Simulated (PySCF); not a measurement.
VOCl3, SMILES [O]=[V]([Cl])([Cl])[Cl], multiplicity 1. Geometry: PBE-D3(BJ)/def2-SVP. The spin state was assumed, not searched.

Computed equilibrium geometry at PBE-D3(BJ)/def2-SVP (PySCF confirms it by a frequency run) as Cartesian coordinates in Å, and its point group:
point group C3v.
```xyz
5

V      0.0000     0.0000    -0.2605
O      0.0000     0.0000    -1.8189
Cl     1.7683     1.0210     0.4028
Cl    -1.7683     1.0210     0.4028
Cl     0.0000    -2.0419     0.4028
```
Charge 0, spin multiplicity 1.
